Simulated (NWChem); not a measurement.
Molecule: CH4F2GeO; SMILES [F][GeH]([F])[O]C

```xyz
9

Ge     0.0338    -0.3406     0.4775
F      1.7407    -0.3028     0.7340
F     -0.1166    -0.9327    -1.1373
O     -0.5880     1.2831     0.5479
C     -0.0985     2.3131    -0.2856
H     -0.6648    -1.2441     1.4750
H     -0.6542     3.2311    -0.0455
H      0.9752     2.5013    -0.1159
H     -0.2511     2.0827    -1.3536
```
Atoms are numbered in this order, from 1.

All runs: NWChem. Pople sets run with spherical d functions. Geometry: optimised at PBE0/def2-SVP. Vzz is the largest principal value of the second derivative of the potential at the nucleus (NWChem prints the opposite sign); η is the asymmetry. Non-relativistic.

For level PBE0/def2-SVP:

- Vzz Ge1 (a.u.) = -1.295
- Vzz O4 (a.u.) = 1.595

What are these values for level PBE0/6-31G*?

The vzz Ge1 (a.u.) is -1.222 and the vzz O4 (a.u.) is 1.550.
